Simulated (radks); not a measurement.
Values are calculated unless marked as measured or tabulated.
Q: Ionisation of neutral iridium, [Xe] 4f14 5d7 6s2, to Ir+, [Xe] 4f14 5d7 6s1, under several functionals. Dirac Kohn-Sham, spin-unpolarised, spherical densities, point nucleus; open shells are shared between the two j in proportion to 2j + 1; a radial shooting solver on a logarithmic mesh with Libxc functionals. The NIST Atomic Spectra Database gives 8.967 eV (measured). Rank these functionals by the error of their Delta-SCF ionisation energy: B86b exchange with PBE correlation; exchange-only LDA; BP86.

A: From best to worst: exchange-only LDA 9.099 eV (+0.132); B86b exchange with PBE correlation 9.915 eV (+0.948); BP86 10.073 eV (+1.106). Spin polarisation and multiplet splitting are left out, so open shells lie too high by an amount that depends on their filling. Sharing an open shell by 2j + 1 raises it above the true ground level by a part of the spin-orbit splitting, which enters the differences from NIST.

Beside tabulated values, note that spin-unpolarised runs miss the spin-polarisation part of the exchange energy of open shells.
